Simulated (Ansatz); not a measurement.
Ideal-gas functions of C$_{2}$Br$_{2}$ClF$_{3}$ (`FC(F)(Br)C(F)(Cl)Br`) at 600 K and 1 bar, from an Ansatz frequency run at PBE0-D4/def2-TZVP.

Molar mass 276.28 g/mol, point group C1 (symmetry number 1), electronic degeneracy 1, moments of inertia 465.651, 755.306, 994.08 u Å². Harmonic wavenumbers (cm⁻¹, unscaled): 62, 114, 180, 198, 260, 287, 308, 335, 352, 414, 521, 645, 781, 865, 1029, 1150, 1211, 1228.

Use S(trans) = R[1.5 ln M + 2.5 ln T − 1.1517]; rotational temperatures θ = 24.2544 K / I; S(rot) = R[ln(√π/σ · √(T³/θAθBθC)) + 1.5]; for each mode x = 1.438777 ν̃/T, S = R[x/(eˣ − 1) − ln(1 − e⁻ˣ)] and H = RT x/(eˣ − 1); 1 cm⁻¹ = 0.0119627 kJ/mol; R = 8.31446 J/(mol·K).

By hand: the entropy, in J/(mol·K).

Translation 193.5. Rotation: θ = 0.0521, 0.0321, 0.0244 K, giving 139.0. Vibration, mode by mode: 24.17, 19.12, 15.36, 14.59, 12.38, 11.58, 11.02, 10.36, 9.97, 8.71, 6.98, 5.47, 4.22, 3.59, 2.64, 2.10, 1.87, 1.81, in all 165.9. Electronic 0.0. Sum 498.4 J/(mol·K).

By hand: H − E and G − E in kJ/mol, counted from the electronic energy.

Zero-point energy ½ × 9940 × 0.0119627 = 59.5; thermal vibration 48.1; translation, rotation and pV give 4 RT = 20.0. H − E = 127.6 kJ/mol, and G − E = 127.6 − 600 × 498.4/1000 = -171.4 kJ/mol.

Vibration gives 33 % of the entropy, 43.3 J/(mol·K) of it from the modes under 150 cm⁻¹: soft modes count most, and the harmonic formula is weakest for them. The sum counts one conformer and one mirror image; others add a mixing term.
